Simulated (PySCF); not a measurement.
Geometry (Å), atoms numbered from 1 in this order:
```xyz
9

Si   -1.5641    0.2245    0.0178
O    -0.1126   -0.5903    0.1107
Si    1.5193   -0.4406   -0.0004
Cl    2.0202    1.5655   -0.0952
H    -1.8121    0.6737   -1.3835
H    -2.6346   -0.7201    0.4392
H    -1.5496    1.4098    0.9231
H     2.1542   -1.0186    1.2098
H     2.0060   -1.0899   -1.2439
```

Computational details: coordinates at the PBE0-D3(BJ)/def2-SVP level, GIAO CAM-B3LYP/pcSseg-2 shieldings, in PySCF (single conformer, rapidly exchanging positions averaged, non-relativistic Hamiltonian, in vacuum).

References, each an isolated molecule treated in the same way: 1H (31.34 ppm) and 29Si (328.96 ppm) vs TMS; 17O (329.76 ppm) against H2O; HCl for 35Cl (934.42 ppm).

| atoms | nucleus | count | δ (ppm) |
| --- | --- | --- | --- |
| Si3 | 29Si | 1 | -24.7 |
| H8/H9 | 1H | 2 | 5.39 |
| O2 | 17O | 1 | ? |
| H5/H6/H7 | 1H | 3 | ? |
| Si1 | 29Si | 1 | -44.6 |
| Cl4 | 35Cl | 1 | 41 |

Question: Complete the table.

Answer: 
- H5/H6/H7: 5.01 ppm, hydrogen on a silicon bonded to O
- O2: 47.7 ppm, oxygen bonded to 2 Si

Experimental scales use liquid or dissolved standards, which lie at an offset from isolated H2O (liquid H2O: subtract about 36 ppm).
